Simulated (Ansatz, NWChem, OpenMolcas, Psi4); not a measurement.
**SiClOF2 (SMILES [O][Si](F)(F)Cl): the vertical ionisation energy, rung by rung**

The species is SiClOF2 (5 atoms), meant as a doublet with charge 0. As SMILES, `[O][Si](F)(F)Cl`. The shape is that of a PBE0-D4/def2-TZVP optimisation.

Each level gives the vertical ionisation energy (to the singlet cation) (eV). The values are calculated.

```tsv
level	kind	program	value (eV)
UHF/def2-SVP	Hartree–Fock	Psi4	15.15
USVWN5/def2-SVP	LDA	Ansatz	13.03
U-revPBE/def2-SVP	GGA	Ansatz	12.92
UM06-L/def2-SVP	meta-GGA	OpenMolcas	13.39
U-r2SCAN0/def2-SVP	hybrid meta-GGA	Ansatz	14.51
UHSE06/def2-SVP	range-separated hybrid	Ansatz	14.00
UPBE-QIDH/def2-SVP	double hybrid	Ansatz	14.44
RPA@PBE0/def2-SVP	RPA	Ansatz	13.29
UMP2/def2-SVP	perturbation theory	NWChem	14.51
UBCCD(T)/def2-SVP	coupled cluster or CI	Ansatz	12.84
```

The values span 12.84 to 15.15 eV.
